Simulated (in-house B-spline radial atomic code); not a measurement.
Sb. Computed with a B-spline radial atomic code. Model: non-relativistic spherical atom: semilocal Troullier-Martins pseudo-atom, one channel per l, against all electrons, high spin, G0W0 and RPA with empty states to l = 8, local potential for every l without a channel, a model core (radius 0 = none) keeps its share of the functional.

Without relativity these are model numbers for so heavy an element.

What the tables leave out is listed at the end.

The pseudopotential gives back the lowest level of each angular momentum of its own functional in the configuration it was made in; a second state of the same l is only approximately right. Exact exchange, RPA and GW see the smooth pseudo-orbitals and miss the exchange with the core, for which the functional's share stands in. The column with an uncorrelated core keeps all orbitals and exact exchange, and so separates missing core correlation from pseudisation. Only the three outermost levels and the lowest empty one were computed. RPA here is direct RPA, with no exchange kernel, and its energies carry an (l + 1/2)⁻⁴ tail. A hybrid on a potential with a model core restores only its own semilocal share of the core's exchange.

Command:
```bash
python run_psgw.py task.json out
```
Settings (lengths in bohr, energies in hartree):
```
Z                      51
electrons              51
configuration          [Kr] 4d10 5s2 5p3
generated_in           [Kr] 4d10 5s2 5p3
functional             pbe,pbe
core_shells            8
radius_factor          1.3
core_correction        True
```

Run time, properties included: 47 s on 1 thread of Arm Neoverse N1 (shared host).

Given: made with PBE; model core radius 0.657 bohr; local radius 1.397 bohr; mean-field start PBE.

Valence shells of the generating configuration: 4d, 5s, 5p.

Channel: s 2.567, p 3.106, d 1.095 (radii in bohr).

Computed: largest level miss in the spin-unpolarised generating configuration 0 eV; valence RPA correlation energy all-electron orbitals -0.84628 hartree; valence RPA correlation energy pseudo -1.1473 hartree; all-electron RPA polarisability, core included 39.804 bohr³.

```csv
level,occupied,mean-field all-electron (eV),mean-field pseudo minus all (eV),G0W0 all-electron (eV),G0W0 uncorrelated core minus all (eV),G0W0 pseudo minus all (eV),exchange self-energy all-electron (eV),exchange self-energy pseudo (eV)
5p up,1,-5.5335,0.002,-8.9157,0.007,-0.255,-14.638,-14.106
5p down (empty),0,-3.6126,-0.021,-1.359,0.018,-0.296,-4.1799,-3.6846
```

(1) What is the pseudo-atom RPA polarisability?

Given: mean-field start PBE0.

Computed: valence RPA correlation energy all-electron orbitals -0.7989 hartree; valence RPA correlation energy pseudo -1.1005 hartree; pseudo-atom RPA polarisability 32.423 bohr³.

| level | occupied | mean-field all-electron (eV) | mean-field pseudo minus all (eV) | G0W0 all-electron (eV) | G0W0 uncorrelated core minus all (eV) | G0W0 pseudo minus all (eV) | exchange self-energy all-electron (eV) | exchange self-energy pseudo (eV) |
| --- | --- | --- | --- | --- | --- | --- | --- | --- |
| 5p up | 1 | -6.5875 | -0.096 | -9.1906 | 0.008 | -0.28 | -14.681 | -14.489 |
| 5s down | 1 | -11.48 | 0.005 | -14.215 | 0.041 | -0.366 | -14.529 | -13.301 |
| 5p down (empty) | 0 | -2.7105 | -0.069 | -1.1007 | 0.018 | -0.165 | -3.8437 | -3.5547 |

(2) What is the all-electron RPA polarisability, core included?

## Answers

(1) 39.89 bohr³.

(2) 33.669 bohr³.

Among the listed levels the largest G0W0 shift of the pseudo-atom is -0.37 eV, for 5s down on the PBE0 start, while leaving the core uncorrelated moves that level by +0.04 eV. So pseudisation and the lost core exchange, not the missing core correlation, make the error. Not in the tables (levels of low weight, unsolved or above zero; the highest and the empty levels are kept at any weight): on PBE the G0W0 levels 5s down (pseudo minus all -0.42 eV, weights 0.72 and 0.76), 5s up (pseudo minus all -1.06 eV, weights 0.08 and 0.07); on PBE0 the G0W0 levels 5s up (pseudo minus all +2.16 eV, weights 0.24 and 0.08); no Hartree-Fock pseudo-atom is run with a model core.
